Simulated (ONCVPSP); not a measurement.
## Configuration tests for technetium (Tc) (ONCV)

| Quantity | Value |
| --- | --- |
| Element | Tc (Z = 43) |
| Generator | ONCVPSP 4.0.1 |
| Type | optimised norm-conserving Vanderbilt (ONCV) |
| Functional | PBE |
| Relativity | scalar-relativistic |
| Frozen core | [Ar] 3d10 |
| Valence charge | 15 |
| Reference configuration | 4s2 4p6 4d6 5s1 |
| Partial waves | 4s+5s: rc 1.45 bohr, ncon 4, nbas 8, qcut 7.2 1/bohr, 2 projectors; 4p: rc 1.25 bohr, ncon 4, nbas 8, qcut 5.4 1/bohr, 2 projectors, debl 2.9 Ha; 4d: rc 2.20 bohr, ncon 4, nbas 8, qcut 7.3 1/bohr, 2 projectors, debl 1.3 Ha |
| Local potential | polynomial inside 0.80 bohr (lpopt 2, dvloc0 -1 Ha) |
| Core correction | Teter function, fcfact 3.75, rcfact 1.55 |

Energies are relative to the spin-unpolarised reference configuration 4s2 4p6 4d6 5s1; without spin polarisation the order of configurations can differ from experiment.

| valence configuration | charge | ΔE all-electron (eV) | error AE − PS (meV) |
| --- | --- | --- | --- |
| 4s2 4p6 4d5 5s1 | +1 | 9.093 | +2.5 |
| 4s1 4p6 4d5 5s2 | +1 | 80.884 | -91 |

Question: What are ΔE and the potential's error for 4s2 4p6 4d5 5s0?

Answer: ΔE = 23.944 eV all-electron; the error (AE − PS) is -1.3 meV.

Question: What are ΔE and the potential's error for 4s2 4p6 4d5 5s2?

Answer: ΔE = 0.939 eV all-electron; the error (AE − PS) is +4.6 meV.

Levels in the configuration 4s2 4p6 4d5 5s0:

```
level  all-electron (eV)  pseudo (eV)
   4s            -89.614      -89.612
   4p            -61.589      -61.587
   4d            -22.501      -22.497
```
